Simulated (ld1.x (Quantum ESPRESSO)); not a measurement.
**rhodium (Rh), ultrasoft: configuration errors across variants**

- Element: Rh (Z = 45)
- Generator: ld1.x (Quantum ESPRESSO) 7.5
- Type: ultrasoft
- Functional: PBE
- Relativity: scalar-relativistic
- Frozen core: [Kr]
- Valence charge: 9
- Reference configuration: 4d8.5 5s0.5 5p0
- Partial waves: 5s (bound): rcut 2.75, rcutus 3.00 bohr; 5s channel at 0.95 Ry: rcut 2.75, rcutus 3.00 bohr; 5p (bound, empty): rcut 2.45, rcutus 2.90 bohr; 5p channel at 0.5 Ry: rcut 2.45, rcutus 2.90 bohr; 4d (bound): rcut 1.40, rcutus 1.75 bohr; 4d channel at 2.65 Ry: rcut 1.40, rcutus 1.75 bohr
- Local potential: all-electron potential smoothed inside 2.30 bohr (lloc = -2)
- Core correction: none
- Augmentation charge: built from norm-conserving waves at rcut, not smoothed further

All-electron excitation energies from the reference (eV): (1) 4d8 5s1 5p0 0.631; (2) 4d8 5s0 5p0 8.091; (3) 4d7 5s0 5p0 27.602; (4) 4d6 5s0 5p0 60.107; (5) 4d8 5s0.5 5p0 3.550; (6) 4d7 5s2 5p0 3.110; (7) 4d5 5s0 5p0 107.053.

Errors AE − PS in meV (a dash: test not solved or not reliable):

```csv
change,(1),(2),(3),(4),(5),(6),(7),bound ghosts
base,-11,+7.9,-42,-258,-6.8,-83,-699,none
"waves 4d (bound): rcut 1.12, rcutus 1.18 bohr; 4d channel at 2.65 Ry: rcut 1.12, rcutus 1.18 bohr",-7.5,+12,+8.2,-120,-3.2,-60,-486,none
"waves 4d (bound): rcut 1.30, rcutus 1.38 bohr; 4d channel at 2.65 Ry: rcut 1.30, rcutus 1.38 bohr",-7.5,+12,+7.9,-120,-3.2,-59,-481,none
"waves 4d (bound): rcut 1.40, rcutus 2.12 bohr; 4d channel at 2.65 Ry: rcut 1.40, rcutus 2.12 bohr",-11,+6.6,-45,-259,-7.1,-83,-706,none
"waves 4d (bound): rcut 1.40, rcutus 2.36 bohr; 4d channel at 2.65 Ry: rcut 1.40, rcutus 2.36 bohr",-11,+4.3,-49,-260,-7.7,-83,-713,none
"waves 4d (bound): rcut 1.40, rcutus 2.52 bohr; 4d channel at 2.65 Ry: rcut 1.40, rcutus 2.52 bohr",-11,+2.7,-53,-262,-8.1,-83,-716,none
```

(1) Give the same row for: waves 4d (bound): rcut 1.40, rcutus 1.66 bohr; 4d channel at 2.65 Ry: rcut 1.40, rcutus 1.66 bohr.

Answers

(1) -11, +7.9, -42, -258, -6.7, -83, -699; bound ghosts: none.
